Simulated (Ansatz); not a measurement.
The same ligand exchange along the group Mg, Zn, Cd.

Computed with Ansatz on PBE0-D4/def2-TZVP structures; ΔE is electronic, products minus reactants. CBS: MP2 limit from def2 TZ/QZ plus the TZ coupled-cluster correction, frozen cores. This one scheme is used for every species. Functionals use def2-TZVPP. def2 core potentials past Kr. For Cd, Mg, Zn outer-core shells are correlated without core-valence functions, which leaves a few kJ/mol of doubt a bond. Scalar relativity is left out up to krypton. Each species was taken in one conformer, which may not be the lowest.

```tsv
reaction	CCSD(T)/CBS(def2) (kcal/mol)
`[SH][Mg][Cl]` + silanol → `[SiH3][O][Mg][Cl]` + H₂S	-6.3
`[SH][Zn][Cl]` + silanol → `[SiH3][O][Zn][Cl]` + H₂S	?
`[SH][Cd][Cl]` + silanol → `[SiH3][O][Cd][Cl]` + H₂S	16.3
```

(1) Fill in the missing values. (Best estimate.)

Largest T1 diagnostic: 0.015, for `[SiH3][O][Zn][Cl]`.

Results:

(1) Computed: `[SH][Zn][Cl]` + silanol → `[SiH3][O][Zn][Cl]` + H₂S: +8.9 kcal/mol.
